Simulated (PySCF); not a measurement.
Computed shifts of a molecule C₂H₆BNO, PBE/pcSseg-1 (PySCF), GIAO, gas phase, atoms alike by connectivity averaged where their shifts nearly agree, in ppm (number of nuclei): ¹³C: 142.9 (1), 142.3 (1). ¹H: 6.82 (1), 6.43 (1), 6.22 (1), 2.85 (1), 2.73 (1), 2.23 (1). ¹⁵N: 80.2 (1). References: ¹¹B against BF3 (σ = 83.9 ppm); ¹³C against TMS (σ = 182.0 ppm); ¹H against TMS (σ = 31.49 ppm); ¹⁷O against H2O (σ = 334.3 ppm); ¹⁵N against NH3 (σ = 267.0 ppm), references at their B3LYP-D3(BJ)/def2-TZVP geometries, non-relativistic. The structure is a stationary point at r2SCAN-D4/def2-SVP. One conformer was computed; it need not be the lowest.

Identify the compound among the candidates.
(A) BO.CC#N
(B) C=CB(N)O
(C) NB1COC1
(D) NB1CCO1

B, C=CB(N)O
